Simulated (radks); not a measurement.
The numbers below are computed, except where a source is named.
Q: Species: the arsenic ion As+. Configuration: [Ar] 3d10 4p4 (not the ground configuration). Level of theory: scalar-relativistic Kohn-Sham, BLYP, spin-polarised, spherical densities, finite nucleus; open shells are filled with parallel spins first; Fermi nuclear charge, rms radius 4.0968 fm (a radial shooting solver on a logarithmic mesh with Libxc functionals). Some entries of the table are withheld. Estimate them.

| orbital | occ. | eigenvalue (hartree) | <1/r> (bohr^-1) |
|---|---|---|---|
| 1s up | 1 | -431.2673 | 33.47 |
| 1s down | 1 | -431.2633 | 33.47 |
| 2s up | 1 | -55.11941 | 7.368 |
| 2s down | 1 | -55.11747 | 7.368 |
| 2p up | 3 | -48.40124 | 7.222 |
| 2p down | 3 | -48.39770 | 7.221 |
| 3s up | 1 | (1) | 2.385 |
| 3s down | 1 | (2) | 2.385 |
| 3p up | 3 | -5.38102 | (3) |
| 3p down | 3 | -5.37512 | (4) |
| 3d up | 5 | -1.96412 | 1.911 |
| 3d down | 5 | -1.95555 | 1.916 |
| 4p up | 3 | -0.55958 | (5) |
| 4p down | 1 | -0.50330 | (6) |

A: 
(1) 3s up eigenvalue (hartree): -7.45825
(2) 3s down eigenvalue (hartree): -7.45303
(3) 3p up <1/r> (bohr^-1): 2.233
(4) 3p down <1/r> (bohr^-1): 2.233
(5) 4p up <1/r> (bohr^-1): 0.5866
(6) 4p down <1/r> (bohr^-1): 0.5779
